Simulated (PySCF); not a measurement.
# W(OH)₃ + 3 HF → WF₃ + 3 H₂O

Level: PBE0 in the def2-TZVP basis family, computed in PySCF with density fitting; scalar-relativistic core potentials for atoms from Rb on, none lighter, no spin–orbit coupling; open shells unrestricted.

```csv
species,state and structure,E (Eh),ZPE (kJ/mol),H(298 K) − H(0) (kJ/mol),S° (J/(mol K))
W(OH)₃,"quartet, C3v, O–H 0.962 Å (×3), W–O 1.907 Å (×3); H–O–W 121.7° (×3), O–W–O 119.8° (×3)",-294.49139,104.8,18.7,337.3
HF,"singlet, C∞v, H–F 0.920 Å",-100.39188,24.9,8.7,173.6
WF₃,"quartet, D3h, W–F 1.866 Å (×3)",-366.56319,15.2,15.8,319.1
H₂O,"singlet, C2v, O–H 0.960 Å (×2); H–O–H 105.1°",-76.37736,56.5,9.9,188.7
```

Task: What is the electronic reaction energy?

Result: At PBE0/def2-TZVP, ΔE = -74.1 kJ/mol from the differences of the total energies times 2625.5, downhill. 

Task: Add zero-point, thermal and entropy terms for 298.15 K and 1 bar.

Result: ΔZPE = 5.2 and Δ[H(298) − H(0)] = 0.7 kJ/mol give ΔH° = -68.2 kJ/mol. ΔS° = 27.1 J/(mol K), so ΔG° = -68.2 − 298.15 × (0.0271) = -76 kJ/mol and log₁₀K = 13.4.

Spin–orbit coupling can matter for W(OH)₃, WF₃ and is left out. Open d or f shells are single determinants, so the state found may not be the ground state. Only the bonding shown was studied: isomers, or loss of a ligand pair, can lie lower.
